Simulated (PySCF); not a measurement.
Computed shifts of a molecule CH₃ClF₂Si, PySCF with B3LYP/pcSseg-1, GIAO, gas phase, equivalent atoms averaged, in ppm (number of nuclei): ¹³C: 0.4 (1). ²⁹Si: -12.7 (1). ¹⁹F: -132.9 (2). ¹H: 0.82 (3). References: ¹³C against TMS (σ = 181.3 ppm); ²⁹Si against TMS (σ = 338.7 ppm); ¹⁹F against CFCl3 (σ = 161.7 ppm); ³⁵Cl against HCl (σ = 933.3 ppm); ¹H against TMS (σ = 31.68 ppm), references at their B3LYP-D3(BJ)/def2-TZVP geometries, non-relativistic (without spin–orbit terms, shifts of atoms bonded to Cl or Br come out too high). The structure is a stationary point at PBE0-D3(BJ)/def2-SVP. One conformer was computed; it need not be the lowest.

Q: Which molecule gave these data?
(A) C[Si](F)(F)Cl
(B) FC(F)[SiH2]Cl
(C) FC[Si@@H](F)Cl

A: A, C[Si](F)(F)Cl
